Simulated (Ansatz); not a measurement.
Two isomers of GeH6O3Si: A = `O[SiH2][O][GeH2][OH]`, B = `[OH][GeH]([OH])[O][SiH3]`.

Isolated molecules relaxed with PBE0-D4/def2-TZVP in Ansatz; ΔE leaves out vibrations. CCSD(T)/CBS adds triple-zeta CCSD(T) − MP2 to the extrapolated MP2 energy (def2 sets, frozen cores). DFT in def2-TZVPP. B3LYP here is the variant with VWN-RPA as its local correlation; programs differ in this. For Ge outer-core shells are correlated without core-valence functions, which leaves a few kJ/mol of doubt a bond. Scalar relativity is left out up to krypton. Each species was taken in one conformer, which may not be the lowest.

Question: Which is lower in electronic energy at CCSD(T)/CBS, and by how much? (An estimate is asked.)

Answer: The calculation gave: A, by 14.5 kcal/mol.

Question: Give E(B) − E(A) in kcal/mol with B2PLYP, B3LYP, B3LYP-D4, r2SCAN-D4, PBE-D4, MP2/def2-TZVPP, CCSD/def2-TZVPP. (Estimate.)

Answer: Computed: B2PLYP 14.6, B3LYP 15.0, B3LYP-D4 14.6, r2SCAN-D4 14.4, PBE-D4 14.0, MP2/def2-TZVPP 14.0, CCSD/def2-TZVPP 14.0. None reverses the order clearly.

Largest T1 diagnostic: 0.012.
